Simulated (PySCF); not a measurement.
**Spectroscopy problems**

Theoretical values (PySCF): GIAO PBE0/pcSseg-1 shieldings, geometry from GFN2-xTB. Averaged over atoms made equivalent by symmetry, fast rotation or ring inversion, gas phase, relativity neglected, single conformer.

Chemical shifts δ = σref − σ; 1H, 13C against TMS, all at this level. Splittings of carbon signals by F and P are missing where no couplings were computed. Where no couplings were computed, multiplicities follow the n + 1 count of equivalent neighbours, and m marks all less simple cases (inequivalent or close neighbours, rings, F or P nearby). Shifts are as computed. Against solution values, carbons near 30 ppm lie about +3 ppm off and those near 130 ppm about +5 ppm; carbons on Cl a further +6 ppm. Of 1211 compounds with measured shifts, 218 miss one by over three times the rms of a fit or turn the order of signals round; such compounds aren't used in these exercises. Carbons bonded to Cl come out too deshielded. OH and NH positions are gas-phase values without hydrogen bonding to other molecules.

(1) C7H4ClFO. 1H NMR (600 MHz, computed): δ 8.53 (m, 1H), 7.92 (m, 1H), 7.54 (m, 1H), 7.50 (m, 1H). 13C{1H} NMR (computed): δ 173.9, 173.4, 143.8, 140.8, 129.4, 124.5, 124.2. Identify the compound.

(2) C3H9N3Si2. 1H NMR (400 MHz, computed): δ 5.62 (d, 1H), 2.46 (m, 1H), 1.22 (m, 1H), 1.14 (m, 1H), 1.09 (m, 1H), 1.04 (br s, 2H), 0.86 (br s, 2H). 13C{1H} NMR (computed): δ 132.6, 7.9, -8.7. What is it?

(3) C7H4ClFO. 1H NMR (400 MHz, computed): δ 8.44 (m, 1H), 8.27 (d, 1H), 7.79 (m, 1H), 7.67 (m, 1H). 13C{1H} NMR (computed): δ 176.1 (C), 172.6 (C), 138.7 (C), 135.8 (CH), 133.0 (CH), 129.4 (CH), 127.9 (CH). What is it?

(4) C2H9NOSi2. 1H NMR (400 MHz, computed): δ 6.57 (m, 1H), 6.56 (m, 1H), 6.33 (m, 1H), 5.56 (m, 1H), 5.44 (m, 1H), 5.24 (m, 1H), -0.04 (br s, 1H), -0.16 (br s, 2H). 13C{1H} NMR (computed): δ 142.4, 140.6. What is it?

## Answers

(1) SMILES C1(C(=O)Cl)=CC=CC=C1F. Rings plus π bonds: 5 (1 ring in the answer). 7 carbon signals for 7 carbons: no two carbons are equivalent. Carbon types of the structure: 3 × C, 4 × CH, which accounts for all hydrogens. δC 173.4: aromatic carbon bearing fluorine; the electronegative substituent deshields the carbon that carries it. δC 143.8, 140.8, 129.4, 124.5: aromatic CH. δC 124.2: substituted aromatic carbon. δH 8.53, 7.92, 7.54, 7.50: hydrogen on an aromatic CH.

The shifts were computed for this structure.

(2) `N[SiH]([Si@@H]1[C@H](C#N)C1)N`. Rings plus π bonds: 3 (1 ring in the answer). 3 carbon signals for 3 carbons: no two carbons are equivalent. Carbon types of the structure: 1 × C, 1 × CH, 1 × CH2, leaving 6 H on heteroatoms. δC 132.6: nitrile carbon; C≡N carbons fall here, among the sp2 signals but without a proton. δC 7.9, -8.7: three-membered-ring carbon; carbons of three-membered rings are unusually shielded. δH 1.22, 1.14, 1.09: hydrogen on a three-membered-ring carbon; cyclopropane-type protons are shielded by the ring. δH 1.04, 0.86: hydrogen on a nitrogen bonded to Si; labile proton, position sensitive to the medium.

The data come from this structure; uniqueness wasn't tested.

(3) 3-fluorobenzoyl chloride (SMILES O=C(Cl)c1cccc(F)c1). The formula gives 5 degrees of unsaturation (1 ring in the answer). 7 carbon signals for 7 carbons: no two carbons are equivalent. Carbon types of the structure: 3 × C, 4 × CH, which accounts for all hydrogens. δC 176.1: carbonyl carbon. δC 172.6: aromatic carbon bearing fluorine; an ipso carbon deshielded by its heteroatom. δC 138.7: substituted aromatic carbon. δC 135.8, 133.0, 129.4, 127.9: aromatic CH; the aromatic region.

The shifts were computed for this structure.

(4) SMILES C=C[Si@@H](N)[SiH2]O. Rings plus π bonds: 1 (no ring in the answer). 2 carbon signals for 2 carbons: no two carbons are equivalent. Carbon types of the structure: 1 × CH, 1 × CH2, leaving 6 H on heteroatoms. δC 142.4: alkene CH; an sp2 carbon of a C=C bond. δC 140.6: terminal =CH2 carbon; as expected for a trigonal carbon in a double bond. δH 6.57: hydrogen on an alkene CH; a vinylic proton, deshielded by the sp2 carbon and the C=C anisotropy. δH -0.16: hydrogen on a nitrogen bonded to Si; labile proton, position sensitive to the medium.

This is the structure that produced the data.
